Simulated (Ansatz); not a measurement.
Calculated with Ansatz (gas phase, PBE0-D4/def2-TZVP geometries, no zero-point term in ΔE). CCSD(T)/CBS adds triple-zeta CCSD(T) − MP2 to the extrapolated MP2 energy (def2 sets, frozen cores). This one scheme is used for every species. Functionals use def2-TZVPP. B3LYP here is the variant with VWN-RPA as its local correlation; programs differ in this. One conformer a species, not always the lowest.

Consider the ligand exchange at the Si–C bond: `N[SiH](F)CCl` + `N=CO` → `N[SiH](F)/N=C/O` + `CCl`.

```tsv
level	ΔE (kcal/mol)	difference from CCSD(T)/CBS
r2SCAN-D4	-17.7	-0.6
B3LYP-D4	-17.8	-0.7
PBE	-16.2	0.9
B3LYP	-18.1	-1.0
HF/def2-TZVPP	-20.5	-3.4
SCS-MP2/def2-TZVPP	-18.1	-1.0
CCSD/def2-TZVPP	-17.4	-0.3
SCS-MP2/def2-QZVPP	-18.1	-1.0
MP2/CBS(def2)	-18.0	-0.9
CCSD/CBS(def2)	-17.3	-0.2
CCSD(T)/CBS	-17.1	0
```

Largest T1 diagnostic among the species: 0.014.

In def2-TZVPP, CCSD(T) changes the Hartree–Fock value by +3.3 kcal/mol (the triples alone add +0.2 kcal/mol) and MP2 by +2.4 kcal/mol. From PBE to PBE0 (25 % exact exchange), in def2-TZVPP and without D4, ΔE moves by −0.8 kcal/mol.
